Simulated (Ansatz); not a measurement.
`[CH3][Al]([OH])[Br]` and `CB(O)Br` differ in one element.

Ansatz, PBE0-D4/def2-TZVP geometries, multiplicity 1. Each molecule was computed in one conformer, which needn't be the lowest.

Scalar relativity is left out up to krypton.

```csv
property,`[CH3][Al]([OH])[Br]`
LUMO energy (PBE0/def2-TZVPP) / eV,-0.36
LUMO energy (B3LYP/def2-TZVPP) / eV,-0.66
HOMO–LUMO gap (B3LYP/def2-TZVPP) / eV,7.41
HOMO–LUMO gap (PBE/def2-TZVPP) / eV,5.85
size of the dipole moment (B3LYP/def2-TZVPP) / D,0.77
"ideal-gas entropy at 298 K and 1 bar (rigid rotor, harmonic PBE0-D4/def2-TZVP) / J/(mol·K)",351
```

**Question.** What does the change do to each property? (Estimate.)

**Answer.** The calculation gave: 
```csv
property,`CB(O)Br`,shift
LUMO energy (PBE0/def2-TZVPP) / eV,-0.04,0.32
LUMO energy (B3LYP/def2-TZVPP) / eV,-0.26,0.40
HOMO–LUMO gap (B3LYP/def2-TZVPP) / eV,7.78,0.37
HOMO–LUMO gap (PBE/def2-TZVPP) / eV,5.94,0.09
size of the dipole moment (B3LYP/def2-TZVPP) / D,0.72,-0.05
"ideal-gas entropy at 298 K and 1 bar (rigid rotor, harmonic PBE0-D4/def2-TZVP) / J/(mol·K)",317,-34
```

Dipoles are sizes alone; their direction can turn. Modes under 60 cm⁻¹, often nearly free rotors, make the harmonic entropy too high.

B3LYP here is the variant with VWN-RPA as its local correlation; programs differ in this.

Spin–orbit coupling is left out; it splits and shifts lone-pair levels of the heavy atoms by tenths of an eV.
